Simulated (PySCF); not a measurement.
# Reading the logs of faulty runs: AlH3NOSi

All numbers below are calculated, not measured. The program is PySCF 2.14.0, an open-source quantum chemistry code, run on an isolated molecule that a program drew, which may never have been made. The molecule is AlH3NOSi (charge 0, doublet), drawn as the SMILES string `O[SiH][N]=[AlH]`.

Each row is a Hartree-Fock (HF) and frozen-core CCSD(T) single point in the cc-pV(D+d)Z basis, meant for a local HF minimum. Run 1 is clean. Each other run has one planted mistake out of seven kinds, and not every kind appears here: one electron removed, one electron added, multiplicity raised by two, geometry at a saddle point, minimal basis STO-3G, one bond length entered in bohr, all coordinates scaled. The reference is restricted for singlets and unrestricted otherwise, and also for a bond in bohr. Adding or removing an electron swaps singlet and doublet. Electrons count all cores. HOMO and LUMO are orbital energies over both spins, the gradient is its largest component, and the lowest frequency (negative if imaginary) is given only where the gradient is small. Bond lengths are over the 6 bonds as drawn. T1 is the CCSD diagnostic: over 0.02 (restricted) or 0.045 (unrestricted) a single reference is doubtful.

Geometry of the clean run:
```xyz
7
AlH3NOSi, angstrom
O    -1.0132   -0.7559    3.2663
Si   -0.4172   -0.4286    1.7948
N     0.7562    0.5321    1.4715
Al    2.1559    1.5734    1.3066
H    -1.7400   -1.3554    3.3541
H    -1.1855   -1.2029    0.8118
H     1.9448    3.1365    1.0319
```

```
run  electrons  basis functions  <S^2>  HOMO (eV)  LUMO (eV)  gradient (hartree/bohr)  lowest frequency (cm^-1)  mean bond (Å)  longest bond (Å)      T1  HF (hartree)  CCSD(T) (hartree)                     mistake
  1         45               89  0.756      -7.22       1.84                  7.7e-06                        65         1.4899             1.752  0.0183    -661.94499         -662.47406                    no fault
  2         45               89  0.754      -6.82       2.18                  8.9e-02                         -         1.3796             1.623  0.0156    -661.88747         -662.40029      all coordinates scaled
  3         46               89  0.000       0.40       6.96                  6.4e-02                         -         1.4899             1.752  0.0227    -661.90014         -662.46915          one electron added
  4         45               89  3.784      -5.12      -0.26                  1.3e-01                         -         1.4899             1.752  0.0201    -661.80602         -662.29340  multiplicity raised by two
  5         44               89  0.000     -15.68      -5.83                  7.5e-02                         -         1.4899             1.752  0.0205    -661.70459         -662.23003        one electron removed
  6         45               89  1.109      -7.03       1.44                  5.4e-02                         -         1.7497             3.311  0.0560    -661.82362         -662.34172                           ?
```

**Which mistake was planted in run 6, and what did it cost?**

The mean bond changes by a factor of 1.174 and the longest by 1.890, so the molecule wasn't scaled as a whole. A length L in bohr read as angstrom grows by (1/0.5292 - 1) L = 0.890 L. The 6 bonds together grew by 6 x 0.2598 = 1.559 Å, which gives L = 1.752 Å. That is bond N3-Al4, 1.752 Å in the clean geometry. So the mistake is: one bond length entered in bohr. Subtracting run 1 and multiplying by 627.51 kcal/mol a hartree, the energy moved by 76.2 kcal/mol in HF and 83.0 kcal/mol in CCSD(T).

Cautions from the logs. Run 3: T1 is over the limit, so its CCSD(T) energy is less reliable and the HOMO is above zero, so the electron isn't bound and the energy depends on the basis; run 5: T1 is over the limit, so its CCSD(T) energy is less reliable; run 6: T1 is over the limit, so its CCSD(T) energy is less reliable.
